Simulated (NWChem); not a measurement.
Molecule: C5H2F2; SMILES C#CC=C=C(F)F

```xyz
9

C      0.7090     3.2884     0.0000
C      0.0080     2.2827     0.0000
C     -0.8466     1.1425     0.0000
C     -0.4342    -0.1224     0.0000
C     -0.0162    -1.3683     0.0000
F      0.2187    -2.0924     1.0918
F      0.2187    -2.0924    -1.0918
H      1.3385     4.1676     0.0000
H     -1.9366     1.3562     0.0000
```
Atoms are numbered in this order, from 1.

All runs: NWChem. The geometry was optimised at PBE-D3(BJ)/def2-SVP. Level: M05-2X/def2-SVP with SMD (1 M gas to 1 M solution), gas-phase geometry.

```csv
solvent,dielectric constant,solvation free energy (kcal/mol),cavity-dispersion-structure term (kcal/mol),dipole in solution (D)
water,78.4,1.2,6.1,2.60
acetonitrile,35.7,-3.3,1.6,2.59
diethyl ether,4.24,-3.1,0.6,2.43
acetone,20.5,-3.2,1.5,2.57
ethyl acetate,5.99,-2.9,1.2,2.48
```
